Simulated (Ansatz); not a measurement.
```yaml
crystal:
  periodic: [false, false, false]
  atoms:
    - {symbol: Pb, position_ang: [0.178186, 0.139082, 2.201837]}
    - {symbol: Pb, position_ang: [1.406122, 1.116963, -1.293930]}
    - {symbol: Pb, position_ang: [-1.698298, -1.095064, -0.902915]}
    - {symbol: Te, position_ang: [-1.226113, 1.730306, 0.053321]}
    - {symbol: Cl, position_ang: [-0.198537, -0.274812, -3.139187]}
    - {symbol: Cl, position_ang: [-1.948977, -1.668368, 1.840259]}
    - {symbol: Cl, position_ang: [2.473909, 1.482567, 1.284528]}
    - {symbol: Cl, position_ang: [1.013697, -1.430675, -0.043902]}
basis:
  gaussian: {orbitals: def2-TZVPD, initial_orbitals: start.molden}
total_charge: -1
magnetization: {spin_polarized: true, initial_magnetization: 1}
hamiltonian: {xc: {name: wB97M-V}}
scf: {omitted_lower_state_checks: [starts]}
output: {orbitals: {seedname: orbitals}}
```

The file start.molden holds the orbitals of an earlier run on this structure, at another level or in another basis.

```sh
$ ansatz run in.yaml --threads 4 --pin off --events-out ev --progress --plain --max-ram 8704MiB
```

(1) Does this run fit into the memory that it is given?

## Answers

(1) No. It has 411 basis functions, and Ansatz plans for 12 GiB where 8 GiB are given.
